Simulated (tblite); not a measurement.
Q: Write a Z-matrix for `C=C/C(=[C]/[S-])CF` [radical] as optimised with GFN2-xTB. (Charge -1 and doublet state.)

A: 
Z-matrix in Å and degrees, rows numbered from 1:
```
C 
C   1  1.3387
C   2  1.4358  1  127.39
C   3  1.3460  2  119.88  1  -177.79
S   4  1.6367  3  137.88  2   176.13
C   3  1.5090  2  118.89  1    -0.46
F   6  1.3998  3  113.79  2    63.44
H   1  1.0801  2  121.51  3   179.39
H   1  1.0768  2  122.65  3    -1.54
H   2  1.0863  1  118.37  3  -179.45
H   6  1.0943  3  110.11  2  -178.05
H   6  1.1000  3  111.94  2   -55.35
```

C3 (carbon bonded to 3 C) is planar (angles 121.2°, 119.9° and 118.9°, sum 359.9°, 0.02 Å off the plane of its three neighbours). The C–C distances run from 1.339 Å (C1=C2, drawn double) to 1.509 Å (C3–C6, drawn single), a spread of 0.170 Å. Of the pairs four or more bonds apart, C6···H9 is among the closest relative to their van der Waals radii: 2.72 Å, 94 % of the sum of Bondi's values. C1 (carbon bonded to C and 2 H) is planar (angles 122.7°, 121.5° and 115.8°, sum 360.0°, 0.01 Å off the plane of its three neighbours).

Computed geometry: GFN2-xTB, gas phase. This method treats the open shell by occupation alone, without spin polarisation.

Point group: C1 (no symmetry element, even within 0.4 Å). Its GFN2-xTB frequencies are all real (lowest 80 cm⁻¹). Whether the extra electron is bound in the gas phase wasn't checked; a finite basis holds it in any case. Torsions: C1–C2–C3–C4 -178°, C2–C3–C6–F7 63°. 3 starts were optimised and ended at 0.00, 1.03 and 3.30 kcal/mol (GFN2-xTB); the lowest of these is shown.

One conformer stands for the species.
